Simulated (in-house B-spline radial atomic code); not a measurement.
Inner levels of silicon as electrons are removed. A shift is the extra binding of the orbital against the neutral atom ([Ne] 3s2 3p1/2(2)). The density at the nucleus is averaged over the nuclear charge. Computed with a radial B-spline atomic code at the basis-set limit: Dirac-Hartree-Fock, jj configuration that fills j = l - 1/2 first, finite nuclei.

A number in brackets counts the electrons of a j subshell.

| ion | configuration | shift of 2p1/2 (eV) | shift of 2s1/2 (eV) | shift of 2p3/2 (eV) | radius of 2p1/2 (bohr) | radius of 2s1/2 (bohr) | radius of 2p3/2 (bohr) | Σ<r²> (bohr²) | change of density at nucleus (bohr⁻³) |
| --- | --- | --- | --- | --- | --- | --- | --- | --- | --- |
| Si | [Ne] 3s2 3p1/2(2) | 0 | 0 | 0 | 0.53214 | 0.56103 | 0.53615 | 33.044 | - |
| Si+ | [Ne] 3s2 3p1/2(1) | ? | ? | ? | ? | ? | ? | ? | ? |
| Si2+ | [Ne] 3s2 | 20.749 | 21.227 | 21.251 | 0.53276 | 0.55994 | 0.53483 | 11.906 | 2.8215 |
| Si3+ | [Ne] 3s1 | 35.655 | 35.853 | 36.155 | 0.53101 | 0.56017 | 0.53305 | 6.8643 | -1.552 |
| Si4+ | [He] 2s2 2p6 | ? | ? | ? | ? | ? | ? | ? | ? |
| Si5+ | [He] 2s2 2p1/2(2) 2p3/2(3) | 92.421 | 88.154 | 93.646 | 0.50507 | 0.54509 | 0.50627 | 2.3228 | 1.0823 |

Q: Fill in the row of Si+.

A: shift of 2p1/2 (eV): 9.2215; shift of 2s1/2 (eV): 9.4026; shift of 2p3/2 (eV): 9.398; radius of 2p1/2 (bohr): 0.53271; radius of 2s1/2 (bohr): 0.56066; radius of 2p3/2 (bohr): 0.53578; Σ<r²> (bohr²): 20.055; change of density at nucleus (bohr⁻³): 1.1819.

Q: Fill in the row of Si4+.

A: shift of 2p1/2 (eV): 52.177; shift of 2s1/2 (eV): 51.999; shift of 2p3/2 (eV): 52.673; radius of 2p1/2 (bohr): 0.52874; radius of 2s1/2 (bohr): 0.55962; radius of 2p3/2 (bohr): 0.53074; Σ<r²> (bohr²): 2.886; change of density at nucleus (bohr⁻³): -7.6363.
